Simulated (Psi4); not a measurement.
C₂H₅O (SMILES CC[O]), doublet, geometry from GFN2-xTB; M06-2X/pcseg-1 (Psi4 1.11).

Here is a job for Psi4.
```
memory 2 GB

molecule {
0 2
  C     1.17191809   -0.13861492    0.23335589
  C    -0.34359491   -0.31108949    0.15398349
  O    -1.03045264    0.58901072   -0.50055513
  H     1.62084732   -0.94877495    0.80144225
  H     1.59524001   -0.12379096   -0.76860675
  H     1.41159131    0.81016619    0.70845745
  H    -0.76636098   -0.42127018    1.18828914
  H    -0.58763560   -1.33018941   -0.24917730
}

set basis pcseg-1
set reference uks

energy('m06-2x')
print_variables()
```

Task: Predict the main parts of the log of this Psi4 run.

Result: 
```
   => Loading Basis Set <=

    Name: PCSEG-1
    Role: ORBITAL
    Keyword: BASIS

         ---------------------------------------------------------
                                   SCF
               by Justin Turney, Rob Parrish, Andy Simmonett
                          and Daniel G. A. Smith
                              UKS Reference
         ---------------------------------------------------------

  ==> Geometry <==

    Molecular point group: c1
    Full point group: C1

    Geometry (in Angstrom), charge = 0, multiplicity = 2:

       Center              X                  Y                   Z               Mass
    ------------   -----------------  -----------------  -----------------  -----------------
         C            1.243926400258    -0.182917084365     0.270321483209    12.000000000000
         C           -0.271586599742    -0.355391654365     0.190949083209    12.000000000000
         O           -0.958444329742     0.544708555635    -0.463589536791    15.994914619570
         H            1.692855630258    -0.993077114365     0.838407843209     1.007825032230
         H            1.667248320258    -0.168093124365    -0.731641156791     1.007825032230
         H            1.483599620258     0.765864025635     0.745423043209     1.007825032230
         H           -0.694352669742    -0.465572344365     1.225254733209     1.007825032230
         H           -0.515627289742    -1.374491574365    -0.212211706791     1.007825032230

  Running in c1 symmetry.

  Rotational constants: A =      1.38673  B =      0.32295  C =      0.28917 [cm^-1]
  Rotational constants: A =  41573.06438  B =   9681.82855  C =   8669.19336 [MHz]
  Nuclear repulsion =   75.104339721923139

  Charge       = 0
  Multiplicity = 2
  Electrons    = 25
  Nalpha       = 13
  Nbeta        = 12

  ==> Algorithm <==

  SCF Algorithm Type is DF.
  DIIS enabled.
  MOM disabled.
  Fractional occupation disabled.
  Guess Type is SAD.
  Energy threshold   = 1.00e-06
  Density threshold  = 1.00e-06
  Integral threshold = 1.00e-12

  ==> Primary Basis <==

  Basis Set: PCSEG-1
    Blend: PCSEG-1
    Number of shells: 33
    Number of basis functions: 67
    Number of Cartesian functions: 70
    Spherical Harmonics?: true
    Max angular momentum: 2

  ==> DFT Potential <==

   => LibXC <=

    Version 7.1.2
    S. Lehtola, C. Steigemann, M. J. T. Oliveira, and M. A. L. Marques,  SoftwareX 7, 1–5 (2018) (10.1016/j.softx.2017.11.002)

   => Composite Functional: M06-2X <=

    Hybrid M06-2X Meta-GGA XC Functional  (10.1007/s00214-007-0310-x)
    Y. Zhao and D. G. Truhlar,  Theor. Chem. Acc., 120, 215, 2008

    Deriv               =              1
    GGA                 =           TRUE
    Meta                =           TRUE

    Exchange Hybrid     =           TRUE
    MP2 Hybrid          =          FALSE

   => Exchange Functionals <=

    1.0000   XC_HYB_MGGA_X_M06_2X

   => Exact (HF) Exchange <=

    0.5400               HF

   => Correlation Functionals <=

    1.0000   XC_MGGA_C_M06_2X

   => LibXC Density Thresholds  <==

    XC_MGGA_C_M06_2X:  1.00E-12
    XC_HYB_MGGA_X_M06_2X:  1.00E-15

   => Molecular Quadrature <=

    Radial Scheme          =       TREUTLER
    Pruning Scheme         =           NONE
    Nuclear Scheme         =       TREUTLER

    Blocking Scheme        =         OCTREE
    BS radius alpha        =              1
    Pruning alpha          =              1
    Radial Points          =             75
    Spherical Points       =            302
    Total Points           =         172912
    Total Blocks           =           1346
    Max Points             =            256
    Max Functions          =             67
    Weights Tolerance      =       1.00E-15

   => Loading Basis Set <=

    Name: (PCSEG-1 AUX)
    Role: JKFIT
    Keyword: DF_BASIS_SCF

  ==> Integral Setup <==

  SCF_SUBTYPE=INCORE selected. In-core MEM_DF algorithm will be used.
  Using in-core AOs.

[...]

  ==> Pre-Iterations <==

  SCF Guess: Superposition of Atomic Densities via on-the-fly atomic UHF (no occupation information).

   -------------------------
    Irrep   Nso     Nmo
   -------------------------
     A         67      67
   -------------------------
    Total      67      67
   -------------------------

  ==> Iterations <==

                           Total Energy        Delta E     RMS |[F,P]|

   @DF-UKS iter SAD:  -153.71668939386302   -1.53717e+02   0.00000e+00
   @DF-UKS iter   1:  -154.06178717120542   -3.45098e-01   8.71990e-03 DIIS/ADIIS
   @DF-UKS iter   2:  -154.12059700141072   -5.88098e-02   8.00504e-03 DIIS/ADIIS
   @DF-UKS iter   3:  -154.25422931735952   -1.33632e-01   7.98448e-04 DIIS/ADIIS
   @DF-UKS iter   4:  -154.25634743381352   -2.11812e-03   6.56624e-04 DIIS/ADIIS
   @DF-UKS iter   5:  -154.25757485590142   -1.22742e-03   1.46632e-04 DIIS/ADIIS
   @DF-UKS iter   6:  -154.25780712955793   -2.32274e-04   4.78111e-05 DIIS
   @DF-UKS iter   7:  -154.25783244246955   -2.53129e-05   1.58236e-05 DIIS
   @DF-UKS iter   8:  -154.25783345067688   -1.00821e-06   6.55061e-06 DIIS
   @DF-UKS iter   9:  -154.25783364029965   -1.89623e-07   2.13527e-06 DIIS
   @DF-UKS iter  10:  -154.25783366856098   -2.82613e-08   4.51271e-07 DIIS
  Energy and wave function converged.

  ==> Post-Iterations <==

   Electrons on quadrature grid:
      Nalpha   =   12.9999970424 ; deviation = -2.958e-06
      Nbeta    =   11.9999999551 ; deviation = -4.491e-08
      Ntotal   =   24.9999969975 ; deviation = -3.003e-06

   @Spin Contamination Metric:   4.357154508E-03
   @S^2 Expected:                7.500000000E-01
   @S^2 Observed:                7.543571545E-01
   @S   Expected:                5.000000000E-01
   @S   Observed:                5.000000000E-01

    Orbital Energies [Eh]
    ---------------------

    Alpha Occupied:

[...]
      13A     -0.356509

    Alpha Virtual:

[...]
    Beta Occupied:

[...]
    Beta Virtual:

[...]
      67A      3.314477

    Final Occupation by Irrep:
              A
    DOCC [    12 ]
    SOCC [     1 ]
    NA   [    13 ]
    NB   [    12 ]

  @DF-UKS Final Energy:  -154.25783366856098

   => Energetics <=

    Nuclear Repulsion Energy =             75.1043397219231395
    One-Electron Energy =                -357.3147523093471705
    Two-Electron Energy =                 138.1649462625676392
    DFT Exchange-Correlation Energy =     -10.2123673437046047
    Empirical Dispersion Energy =           0.0000000000000000
    VV10 Nonlocal Energy =                  0.0000000000000000
    Total Energy =                       -154.2578336685609770

  UHF NO Occupations:
  HONO-2 :   11  A 1.9997151
  HONO-1 :   12  A 1.9986345
  HONO-0 :   13  A 1.0000000
  LUNO+0 :   14  A 0.0013655
  LUNO+1 :   15  A 0.0002849
  LUNO+2 :   16  A 0.0002408
  LUNO+3 :   17  A 0.0001731

Computation Completed

Properties will be evaluated at   0.000000,   0.000000,   0.000000 [a0]

Properties computed using the SCF density matrix

 Multipole Moments:

 ------------------------------------------------------------------------------------
     Multipole            Electronic (a.u.)      Nuclear  (a.u.)        Total (a.u.)
 ------------------------------------------------------------------------------------

 L = 1.  Multiply by 2.5417464519 to convert [e a0] to [Debye]
 Dipole X            :         -3.0042464            3.4018997            0.3976533
 Dipole Y            :          1.4920201           -2.0929740           -0.6009539
 Dipole Z            :         -1.3169426            1.7463712            0.4294286
 Magnitude           :                                                    0.8388580

 ------------------------------------------------------------------------------------

  Variable Map:
  ----------------------------------------------------------------------------
[...]
  Array Variable Map:
  ----------------------------------------------------------------------------
[...]
[...]
```
